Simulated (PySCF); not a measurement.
C₃H₆FNSi, SMILES C1[SiH2][C@@H](CN=1)F. Atoms are numbered in the order given.

```xyz
12

F     -1.4239     0.7010     1.1210
C     -0.9398     0.4972    -0.1839
C     -0.9219    -1.0154    -0.4696
N      0.3528    -1.6688    -0.1534
C      1.3492    -0.8820     0.0222
Si     0.9178     0.9591    -0.1855
H     -1.6072     1.0329    -0.8774
H     -1.1330    -1.2139    -1.5351
H     -1.7248    -1.5015     0.1084
H      2.3255    -1.3401     0.2403
H      1.3074     1.8688     0.9202
H      1.4030     1.4992    -1.4866
```
Charge 0, spin multiplicity 1.

Geometry: TPSSh-D3(BJ)/def2-SVP. The structure was generated by enumeration; whether it is a known compound was not checked. The values are those of a single conformer.

Calculation: PBE/def2-TZVP (PySCF).

The molecule is in vacuum.

* **total energy**: -561.63066 hartree
* **highest occupied level**: -5.81 eV
* **lowest empty level**: -2.13 eV
* **orbital gap**: 3.68 eV
* **dipole moment**: 1.79 D
* **quadrupole, principal values (traceless, Buckingham form, about the centre of nuclear charge)**: -6.66, -1.49, 8.15 D·Å
* **mean static polarisability**: 69.1 bohr³ (10.24 Å³)
* **polarisability, principal values**: 55.8, 68.5, 83.2 bohr³
